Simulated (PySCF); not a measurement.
**Ionisation energy of Ag by level of theory**

Ag [Kr] 4d10 5s1 (2S) → Ag⁺ [Kr] 4d10 (1S), as a difference of total energies. Calculation: PySCF 2.14, in cc-pVDZ-PP with ECP28MDF (4s4p3d1f, 38 functions); a scalar-relativistic core potential. Correlated levels: valence: 4s2 4p6 frozen. The calculations carry no spin-orbit coupling.

| method | ionisation energy (eV) |
| --- | --- |
| UHF | 6.356 |
| M06-2X | 7.442 |
| MP2 (valence) | 7.084 |
| CCSD (valence) | 7.021 |
| CCSD(T) (valence) | 7.073 |

Q: Estimate what MN15 gives.

A: 7.813 eV, closest to M06-2X among the rows shown.

Q: Estimate what SCS-MP2 (valence) gives.

A: 6.967 eV, closest to CCSD (valence) among the rows shown.

Errors of the correlated levels include the incompleteness of this basis and the frozen core.

For comparison: 7.576 eV (measured; NIST Atomic Spectra Database, ionization energies).
